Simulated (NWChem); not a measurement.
System: C₃H₈N₂; SMILES C/N=C/CN

Output (shortened):

```
             Northwest Computational Chemistry Package (NWChem) 7.3.0
             --------------------------------------------------------

 C1  symmetry detected

                             Geometry "geometry" -> ""
                             -------------------------

 Output coordinates in angstroms (scale by  1.889725989 to convert to a.u.)

  No.       Tag          Charge          X              Y              Z
 ---- ---------------- ---------- -------------- -------------- --------------
    1 C                    6.0000    -0.27579632     2.40486036     0.00536132
    2 N                    7.0000     0.37585078     1.14590667     0.27810717
    3 C                    6.0000    -0.06065635     0.09721214    -0.30429641
    4 C                    6.0000     0.56544704    -1.25811521    -0.10297548
    5 N                    7.0000    -0.46816700    -2.26786083     0.11647680
    6 H                    1.0000     0.46339183     3.12192210    -0.41272526
    7 H                    1.0000    -0.62856665     2.85437350     0.95856970
    8 H                    1.0000    -1.14171968     2.33725495    -0.69990826
    9 H                    1.0000    -0.94405994     0.10867219    -0.99658850
   10 H                    1.0000     1.34828194    -1.15577992     0.68826277
   11 H                    1.0000     1.09859281    -1.51855371    -1.04664592
   12 H                    1.0000    -0.87072924    -2.15121294     1.05531684
   13 H                    1.0000    -0.05294370    -3.20674075     0.10309422

 Effective nuclear repulsion energy (a.u.)     171.0594248598

                                Z-matrix (autoz)
                                --------

 Units are Angstrom for bonds and degrees for angles

      Type          Name      I     J     K     L     M      Value
      ----------- --------  ----- ----- ----- ----- ----- ----------
    1 Stretch                  1     2                       1.44361
    2 Stretch                  1     6                       1.11147
    3 Stretch                  1     7                       1.11136
    4 Stretch                  1     8                       1.11884
    5 Stretch                  2     3                       1.27652
    6 Stretch                  3     4                       1.50647
    7 Stretch                  3     9                       1.12241
    8 Stretch                  4     5                       1.46154
    9 Stretch                  4    10                       1.11775
   10 Stretch                  4    11                       1.11471
   11 Stretch                  5    12                       1.02815
   12 Stretch                  5    13                       1.02669
   13 Bend                     1     2     3               118.41723
   14 Bend                     2     1     6               109.48053
   15 Bend                     2     1     7               109.51012
   16 Bend                     2     1     8               114.56735
   17 Bend                     2     3     4               122.41285
   18 Bend                     2     3     9               122.83058
   19 Bend                     3     4     5               110.34706
   20 Bend                     3     4    10               107.65656
   21 Bend                     3     4    11               107.20808
   22 Bend                     4     3     9               114.75396
   23 Bend                     4     5    12               109.61070
   24 Bend                     4     5    13               110.10958
   25 Bend                     5     4    10               116.88936
   26 Bend                     5     4    11               107.69447
   27 Bend                     6     1     7               105.83018
   28 Bend                     6     1     8               108.45661
   29 Bend                     7     1     8               108.62835
   30 Bend                    10     4    11               106.59982
   31 Bend                    12     5    13               105.90276
   32 Torsion                  1     2     3     4         178.97357
   33 Torsion                  1     2     3     9          -1.64496
   34 Torsion                  2     3     4     5         134.47289
   35 Torsion                  2     3     4    10           5.84529
   36 Torsion                  2     3     4    11        -108.51287
   37 Torsion                  3     2     1     6        -121.00420
   38 Torsion                  3     2     1     7         123.38144
   39 Torsion                  3     2     1     8           1.06512
   40 Torsion                  3     4     5    12         -72.91569
   41 Torsion                  3     4     5    13         170.96672
   42 Torsion                  5     4     3     9         -44.95479
   43 Torsion                  9     3     4    10        -173.58239
   44 Torsion                  9     3     4    11          72.05945
   45 Torsion                 10     4     5    12          50.50385
   46 Torsion                 10     4     5    13         -65.61374
   47 Torsion                 11     4     5    12         170.37194
   48 Torsion                 11     4     5    13          54.25435

                           NWChem Geometry Optimization
                           ----------------------------

[...]

      ----------------------
      Optimization converged
      ----------------------

  Step       Energy      Delta E   Gmax     Grms     Xrms     Xmax
  ---- ---------------- -------- -------- -------- -------- --------
@   11    -228.60046935 -1.1D-07  0.00003  0.00001  0.00027  0.00077
                                     ok       ok       ok       ok

                                Z-matrix (autoz)
                                --------

 Units are Angstrom for bonds and degrees for angles

[...]
```

Level: B3LYP/6-31G* (spherical d). 

### Question
Reconstruct the input file.

### Answer
This is not unique; one that fits is the input that was run:
```
start job
memory heap 200 mb stack 900 mb global 1100 mb
geometry units angstroms
  C     -0.264820     2.406974     0.014828
  N      0.376793     1.144486     0.294927
  C     -0.060362     0.097788    -0.290574
  C      0.555816    -1.260994    -0.082046
  N     -0.485756    -2.264420     0.128590
  H      0.482497     3.119252    -0.396937
  H     -0.623927     2.859519     0.964228
  H     -1.124424     2.343749    -0.698532
  H     -0.937102     0.113743    -0.991198
  H      1.331729    -1.162464     0.716460
  H      1.096311    -1.525519    -1.020384
  H     -0.896477    -2.144456     1.063470
  H     -0.075963    -3.205739     0.120032
end
basis spherical
  C library 6-31g*
  N library 6-31g*
  H library 6-31g*
end
dft
  xc b3lyp
  iterations 150
end
driver
  maxiter 120
end
task dft optimize
```
